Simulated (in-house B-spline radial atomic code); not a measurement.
Orbital energies and mean radii along the 16-electron series, configuration [Ne] 3s2 3p4. The effective charge is n√(-2ε), a non-relativistic measure. Computed with an all-electron radial atomic-structure program (B-spline basis): Dirac-Hartree-Fock, average of the configuration, finite nuclei.

```json
{"ion": "Sb35+", "Z": "51", "energy of 1s1/2 (Eh)": "-1199.17", "mean radius of 1s1/2 (bohr)": "0.028409", "energy of 2s1/2 (Eh)": "-244.22", "mean radius of 2s1/2 (bohr)": "0.12037", "energy of 3p1/2 (Eh)": "-88.631", "mean radius of 3p1/2 (bohr)": "0.28407", "energy of 2p3/2 (Eh)": "-223.55", "mean radius of 2p3/2 (bohr)": "0.1071", "effective charge of 1s1/2": "48.973"}
{"ion": "Te36+", "Z": "52", "energy of 1s1/2 (Eh)": "?", "mean radius of 1s1/2 (bohr)": "?", "energy of 2s1/2 (Eh)": "?", "mean radius of 2s1/2 (bohr)": "?", "energy of 3p1/2 (Eh)": "?", "mean radius of 3p1/2 (bohr)": "?", "energy of 2p3/2 (Eh)": "?", "mean radius of 2p3/2 (bohr)": "?", "effective charge of 1s1/2": "?"}
{"ion": "I37+", "Z": "53", "energy of 1s1/2 (Eh)": "-1304.58", "mean radius of 1s1/2 (bohr)": "0.027211", "energy of 2s1/2 (Eh)": "-268.38", "mean radius of 2s1/2 (bohr)": "0.115", "energy of 3p1/2 (Eh)": "-98.218", "mean radius of 3p1/2 (bohr)": "0.27029", "energy of 2p3/2 (Eh)": "-245.34", "mean radius of 2p3/2 (bohr)": "0.10257", "effective charge of 1s1/2": "51.08"}
{"ion": "Xe38+", "Z": "54", "energy of 1s1/2 (Eh)": "-1359.16", "mean radius of 1s1/2 (bohr)": "0.026644", "energy of 2s1/2 (Eh)": "-280.95", "mean radius of 2s1/2 (bohr)": "0.11246", "energy of 3p1/2 (Eh)": "-103.21", "mean radius of 3p1/2 (bohr)": "0.26384", "energy of 2p3/2 (Eh)": "-256.63", "mean radius of 2p3/2 (bohr)": "0.10044", "effective charge of 1s1/2": "52.138"}
{"ion": "Cs39+", "Z": "55", "energy of 1s1/2 (Eh)": "?", "mean radius of 1s1/2 (bohr)": "?", "energy of 2s1/2 (Eh)": "?", "mean radius of 2s1/2 (bohr)": "?", "energy of 3p1/2 (Eh)": "?", "mean radius of 3p1/2 (bohr)": "?", "energy of 2p3/2 (Eh)": "?", "mean radius of 2p3/2 (bohr)": "?", "effective charge of 1s1/2": "?"}
{"ion": "Ba40+", "Z": "56", "energy of 1s1/2 (Eh)": "-1472.13", "mean radius of 1s1/2 (bohr)": "0.025568", "energy of 2s1/2 (Eh)": "-307.06", "mean radius of 2s1/2 (bohr)": "0.10767", "energy of 3p1/2 (Eh)": "-113.6", "mean radius of 3p1/2 (bohr)": "0.25173", "energy of 2p3/2 (Eh)": "-279.97", "mean radius of 2p3/2 (bohr)": "0.096424", "effective charge of 1s1/2": "54.261"}
```

Problem. Fill in the row of Te36+.

Solution. energy of 1s1/2 (Eh): -1251.25; mean radius of 1s1/2 (bohr): 0.027799; energy of 2s1/2 (Eh): -256.14; mean radius of 2s1/2 (bohr): 0.11763; energy of 3p1/2 (Eh): -93.359; mean radius of 3p1/2 (bohr): 0.27702; energy of 2p3/2 (Eh): -234.32; mean radius of 2p3/2 (bohr): 0.10478; effective charge of 1s1/2: 50.025.

Problem. Fill in the row of Cs39+.

Solution. energy of 1s1/2 (Eh): -1415.01; mean radius of 1s1/2 (bohr): 0.026097; energy of 2s1/2 (Eh): -293.84; mean radius of 2s1/2 (bohr): 0.11002; energy of 3p1/2 (Eh): -108.34; mean radius of 3p1/2 (bohr): 0.25766; energy of 2p3/2 (Eh): -268.17; mean radius of 2p3/2 (bohr): 0.098391; effective charge of 1s1/2: 53.198.

Problem. How does the screening of 1s1/2 change?

Solution. Z less the effective charge goes from 2.03 at Z = 51 to 1.74 at Z = 56.
